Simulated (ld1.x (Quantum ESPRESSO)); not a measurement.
## Building the TM potential for silver (PBEsol, scalar-relativistic).

* Element: Ag
* Generator: ld1.x (Quantum ESPRESSO) 7.5
* Type: norm-conserving Troullier–Martins (Kleinman–Bylander form)
* Functional: PBEsol
* Relativity: scalar-relativistic
* Frozen core: [Ar] 3d10
* Valence charge: 19
* Reference configuration: 4s2 4p6 4d10 5s1 5p0
* Partial waves: 4p (bound): rc 1.20 bohr; 4d (bound): rc 1.70 bohr; 4s (bound): rc 0.90 bohr
* Local potential: the s channel
* Core correction: none

Occupied shells without a wave of their own: 5s. They enter only through the test configuration that unscreens the potential.

What the tests gave:

| Item | Value |
| --- | --- |
| Cutoffs needed | 160 Ry and 260 Ry (the cutoffs (Ry, on a coarse ladder) from which the occupation-weighted sum of valence levels, in a spherical-Bessel basis at the reference potential, stays within 10 and 1 mRy of its value at 400 Ry) |
| Ghost test | no extra level below or beside the all-electron valence levels (p, d, s, f tested) (spherical-Bessel basis up to 400 Ry, 20 bohr box) |
| Largest excitation error | -261 meV (all-electron minus pseudo) for 4s2 4p6 4d7 5s0 5p0, out of 7 test configurations |

Generation and tests took about 8.6 s on one core of a shared server CPU.
